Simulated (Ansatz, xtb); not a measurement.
# Relaxing a trial structure of CH5ClFSi2+

The starting geometry of this gas-phase singlet was built from a drawn formula by distance geometry and a force field; its bonds are those of `F[C@]([SiH2+])([SiH3])Cl`.

```tsv
atom	x (Å)	y (Å)	z (Å)
C	-1.2034	0.3446	-0.5293
Cl	-0.6561	0.5291	-2.2781
F	-1.9051	1.4577	-0.1809
Si	-2.2631	-1.1650	-0.4033
Si	0.2068	0.1295	0.5842
H	-1.6268	-2.4116	-0.7945
H	-2.8417	-1.3288	0.9709
H	-0.1470	-0.0581	2.0121
H	1.2057	1.2684	0.5113
H	1.0646	-1.1225	0.2301
```

**Question.** Where would you expect an optimisation with r2SCAN-D4/def2-SVP to take it?

**Answer.** It rearranges to `F[C+](Cl)[SiH2][SiH3]`. Contacts that open: C1–Si5 (1.81 → 3.30 Å). Contacts that close: Si4–Si5 (2.96 → 2.41 Å).

The energy falls by 1.55 eV over 30 steps:

```tsv
step	E − E(last) (eV)
1	1.554
4	0.580
7	0.534
11	0.493
14	0.097
17	0.010
20	0.003
24	0.000
27	0.000
30	0.000
```

Final geometry (Å):

```
atom    x (Å)    y (Å)    z (Å)
   C  -1.6557   0.4442  -1.3138
  Cl  -0.9620   0.2155  -2.8049
   F  -2.0752   1.6333  -1.0938
  Si  -1.6754  -0.8490   0.0860
  Si   0.4434  -0.3387   1.1054
   H  -1.7051  -2.1652  -0.5982
   H  -2.8451  -0.4794   0.9228
   H   0.4696  -1.2966   2.2443
   H   0.3734   1.0882   1.5133
   H   1.4661  -0.6090   0.0615
```

From the same start GFN2-xTB ends elsewhere, differing in C1–Si5 (2.00 against 3.30 Å here), Cl2–Si4 (2.24 against 3.16 Å here), Si4–Si5 (3.60 against 2.41 Å here).

The end wasn't checked by frequencies. Run with Ansatz 0.2.0, 51 s on 2 threads of Intel(R) Xeon(R) 6975P-C (Granite Rapids), on a shared host.
